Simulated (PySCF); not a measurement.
H₅P, SMILES [H][P@TB7]([H])([H])([H])[H].

Geometry: PBE0-D3(BJ)/def2-TZVPD.

Method: CAM-B3LYP/def2-TZVPD in PySCF.

Symmetry labels are those of the subgroup C2v that the program uses (full group D3h).

Computed valence orbital energies around the gap with their symmetry:
```
orbital  symmetry  energy (eV)
-------  --------  -----------
HOMO−7         B1      -131.34
HOMO−6         A1      -131.34
HOMO−5         B2      -131.23
HOMO−4         A1       -20.80
HOMO−3         A1       -13.38
HOMO−2         B1       -13.38
HOMO−1         B2       -13.03
HOMO           A1        -7.51
LUMO           A1         0.39
LUMO+1         B1         1.65
LUMO+2         A1         1.65
LUMO+3         B2         2.99
```
